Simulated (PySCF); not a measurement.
Correlation energy of Br⁺ (bromine, charge +1)

[Ar] 3d10 4s2 4p4, high-spin 3P determinant. Calculation: PySCF 2.14, in x2c-SVPall (5s4p3d, 32 functions); scalar relativity by spin-free X2C-1e. Frozen: [Ar] 3d10; 6 electrons correlated.

MP2 pair energies summed by pair of shells (mhartree):

```csv
pair,energy,share (%)
4p-4p,-37.50,48.5
4s-4p,-33.46,43.3
4s-4s,-6.29,8.1
```

Total MP2 correlation energy: -77.24 mhartree.

Same-spin part -19.05 and opposite-spin part -58.19 mhartree; SCS-MP2 scales them by 1/3 and 6/5 to -76.18 mhartree.

```json
{"level": "CCSD", "correlation energy (mhartree)": "-93.23"}
{"level": "(T)", "correlation energy (mhartree)": "-1.12"}
{"level": "CCSD(T)", "correlation energy (mhartree)": "-94.35"}
```

Diagnostics: T1 = 0.0060, D1 = 0.0200, largest double amplitude 0.053.

Cost of the coupled-cluster step: 0.22 s of wall time on 1 thread of Neoverse-N1 (shared host), for 6 correlated electrons.
